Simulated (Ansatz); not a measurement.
Ansatz (a program for electronic structure) input (CCSD(T)/cc-pCVQZ): A basis named .json is the Basis Set Exchange file of that set (core-valence sets with the plain set on hydrogen).

Ansatz 0.2 input:
```yaml
crystal:
  periodic: [false, false, false]
  atoms:
    - {symbol: N, position_ang: [-1.10139600, 0.28069552, 0.24706094]}
    - {symbol: C, position_ang: [0.04274511, -0.02393513, -0.00078960]}
    - {symbol: O, position_ang: [1.14816135, -0.19903996, -0.32068421]}
    - {symbol: H, position_ang: [-1.73198952, -0.22893827, 0.84078472]}
basis:
  gaussian:
    orbitals: cc-pCVQZ.json
magnetization: {spin_polarized: false}
correlation: {method: ccsd_t, frozen_orbitals: {C: 0, H: 0, N: 0, O: 0}}
```

Output:

```
Functional definition: HF
integrals: 2.20 GiB planned
1836 factors; integrals over basis functions are off by at most 1.1e-3 eV
mean field: 1.18 GiB planned
mean field evaluation 1: about -4565.0089 eV, gradient 3.6e1 eV
mean field evaluation 2: about -4565.0107 eV, gradient 3.6e1 eV
mean field evaluation 4: about -4567.2037 eV, gradient 2.8e0 eV
mean field evaluation 8: about -4567.2295 eV, gradient 1.8e-1 eV
mean field evaluation 16: about -4567.2231 eV, gradient 1.1e0 eV
mean field -4567.22991911 eV, -167.8426037478 hartree, gradient 6.4e-6 eV, S^2 0.000000; 0 other end points of the search recorded, 0 dependent functions left out
reference -4567.22991911 eV, -167.8426037478 hartree; 11, 11 occupied and 271, 271 virtual orbitals, 1836 factors
second order -21.43269680 eV of doubles, -0.00000000 eV of singles
coupled cluster: 5.69 GiB planned
cycle   1  -20.66941578 eV  change    7.6e-1 eV  update   1.2e-1
cycle   2  -21.20006689 eV  change   -5.3e-1 eV  update   4.1e-2
cycle   3  -21.31485839 eV  change   -1.1e-1 eV  update   1.6e-2
cycle   4  -21.29569748 eV  change    1.9e-2 eV  update   4.2e-3
cycle   5  -21.29306213 eV  change    2.6e-3 eV  update   1.5e-3
cycle   6  -21.29389042 eV  change   -8.3e-4 eV  update   6.3e-4
cycle   7  -21.29360468 eV  change    2.9e-4 eV  update   2.1e-4
cycle   8  -21.29351306 eV  change    9.2e-5 eV  update   8.9e-5
cycle   9  -21.29355698 eV  change   -4.4e-5 eV  update   3.1e-5
cycle  10  -21.29355604 eV  change    9.4e-7 eV  update   1.2e-5
perturbative correction -0.90039690 eV, -0.0330889756 hartree
Total energy: -4589.42387206 eV, -168.6582164748 hartree
```
